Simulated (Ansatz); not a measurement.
`[CH3][GaH][Se]C` → `[CH2]` (triplet) + `C[Se][GaH2]` at 700 K and 1 bar (formal loss of a carbene).

Gas-phase electronic energies from Ansatz, PBE0-D4/def2-TZVP geometries. CCSD(T)/CBS is the MP2 limit (def2-TZVPP, def2-QZVPP) plus CCSD(T) − MP2 in def2-TZVPP, frozen cores. This one scheme is used for every species. Triplets are unrestricted, without spin–orbit coupling. For Ga, Se outer-core shells are correlated without core-valence functions, which leaves a few kJ/mol of doubt a bond. Scalar relativity is left out up to krypton. One conformer a species, not always the lowest.

```csv
species,CCSD(T)/CBS energy (Eh),H − E (kJ/mol),S (J/(mol·K))
`[CH3][GaH][Se]C`,-4405.00109,293.9,516.8
`[CH2]` (triplet),-39.09499,70.4,226.8
`C[Se][GaH2]`,-4365.72567,197.5,427.2
```

H − E and S are ideal-gas, rigid-rotor, harmonic terms from PBE0-D4/def2-TZVP, for one conformer and one mirror image of each species, with the whole ground term of open shells counted as degenerate. 1 Eh = 2625.50 kJ/mol, R = 8.31446 J/(mol·K).

Problem. By hand: ΔE, ΔH, ΔS and ΔG.

Solution. ΔE = (-39.09499) + (-4365.72567) − (-4405.00109) = 0.18043 Eh = 473.7 kJ/mol. Δ(H − E) = 70.4 + 197.5 − 293.9 = -26.0, so ΔH = 447.7 kJ/mol. ΔS = 226.8 + 427.2 − 516.8 = 137.2 J/(mol·K). ΔG = 447.7 − 700 × (137.2)/1000 = 351.7 kJ/mol.

Problem. By hand: the equilibrium constant, and the temperature at which ΔG would vanish if ΔH and ΔS stayed fixed.

Solution. log₁₀ K = −ΔG/(RT ln 10) = -26.2. ΔG = 0 at ΔH/ΔS = 3263 K, far beyond where these terms or the molecules hold.

The number of gas molecules changes by +1, which sets the sign of ΔS. A doubt of 5 kJ/mol in ΔE shifts log₁₀ K by 0.4 here. Other conformers and mirror images would add mixing entropy, several J/(mol·K) or more a flexible species. Modes under 60 cm⁻¹, often nearly free rotors, make the harmonic entropy too high. A triplet takes part, so the spin changes. These are equilibria of isolated gas molecules and say nothing of rates. Largest T1 diagnostic: 0.012 (customary marks: 0.02 for closed shells, 0.045 for open ones).
